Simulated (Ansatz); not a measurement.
Relaxation of a periodic cell of 36 atoms, H₇C₄N (contents 3 C2H4 + 3 CH3CN, density as packed 0.68 g/cm³ with natural masses), to a largest force component of 0.3 eV/Å in at most 15 steps.

All numbers below come from DFT PBE-D3(BJ), scalar-relativistic, plane waves, PAW in Ansatz 0.2.0. Settings: cutoff 420 eV, k mesh 1x1x1, fermi-dirac smearing 0.05 eV, no spin polarisation.

```xyz
36
Lattice="7.9739 0.0000 0.0000 0.0000 7.9739 0.0000 0.0000 0.0000 7.9739" Properties=species:S:1:pos:R:3
C 2.168 5.600 6.292
C 1.375 6.552 5.794
H 2.269 5.445 7.361
H 2.743 4.942 5.650
H 0.800 7.209 6.436
H 1.274 6.707 4.725
C 6.530 5.163 1.190
C 7.322 6.184 1.528
H 6.552 4.222 1.728
H 5.831 5.234 0.363
H 8.021 6.113 2.355
H 7.299 7.125 0.991
C 4.444 1.199 7.722
C 5.353 2.162 7.548
H 4.683 0.153 7.561
H 3.428 1.423 8.030
H 6.368 1.938 7.240
H 5.113 3.207 7.709
C 2.853 2.207 3.212
C 2.727 2.210 4.668
N 2.626 2.212 5.842
H 1.889 2.428 2.752
H 3.576 2.961 2.897
H 3.192 1.228 2.867
C 3.695 4.600 1.540
C 2.297 4.216 1.362
N 1.170 3.906 1.218
H 4.349 3.759 1.302
H 3.942 5.435 0.881
H 3.873 4.903 2.574
C 6.678 8.131 5.571
C 5.522 7.272 5.328
N 4.590 6.578 5.133
H 7.525 7.801 4.966
H 6.440 9.164 5.309
H 6.961 8.092 6.624
```

Q: Where does it end, and by what steps?

A: The run converged. The threshold is loose, so the end isn't yet a minimum. The force dipped under the threshold on the way, but the program's further checks kept it going. Limits of this set-up: coarse k mesh. After 12 steps the energy has fallen by 1.888 eV; H6 moved furthest, 1.62 Å.

```csv
step,energy less start (eV),largest force component (eV/Å),accepted
0,0.0000,2.040,yes
1,-0.5844,0.455,yes
2,-0.9550,0.566,yes
3,-1.1764,0.894,yes
4,-1.3833,0.695,yes
5,-1.5333,0.734,yes
6,-1.6385,0.501,yes
7,-1.7203,0.386,yes
8,-1.7738,0.315,yes
9,-1.8181,0.322,yes
10,-1.8533,0.143,yes
11,-1.8739,0.199,yes
12,-1.8879,0.227,yes
```

```xyz
36
Lattice="7.9739 0.0000 0.0000 0.0000 7.9739 0.0000 0.0000 0.0000 7.9739" Properties=species:S:1:pos:R:3
C 1.844 5.030 6.261
C 1.939 6.361 6.165
H 1.113 4.530 6.908
H 2.503 4.377 5.689
H 1.287 7.031 6.728
H 2.688 6.828 5.516
C 6.892 6.083 0.589
C 7.549 7.012 1.282
H 7.010 5.025 0.820
H 6.221 6.343 -0.231
H 8.216 6.731 2.099
H 7.455 8.077 1.065
C 4.483 1.259 8.126
C 5.329 2.243 7.818
H 4.773 0.454 8.803
H 3.476 1.217 7.709
H 6.340 2.294 8.225
H 5.044 3.042 7.131
C 2.902 1.373 3.642
C 2.138 1.556 4.861
N 1.517 1.680 5.837
H 2.249 1.503 2.770
H 3.704 2.121 3.576
H 3.353 0.371 3.628
C 3.267 4.919 1.640
C 2.027 4.185 1.795
N 1.043 3.577 1.914
H 4.053 4.236 1.291
H 3.136 5.705 0.884
H 3.586 5.366 2.592
C 6.733 8.176 4.986
C 5.715 7.218 4.606
N 4.887 6.467 4.288
H 7.611 8.070 4.339
H 6.348 9.200 4.895
H 7.049 8.023 6.023
```

Whether the end is a true minimum wasn't checked by a vibrational analysis.

The run took 46 s on 1 thread of Arm Neoverse V1 (shared host), peak memory 0.45 GiB.
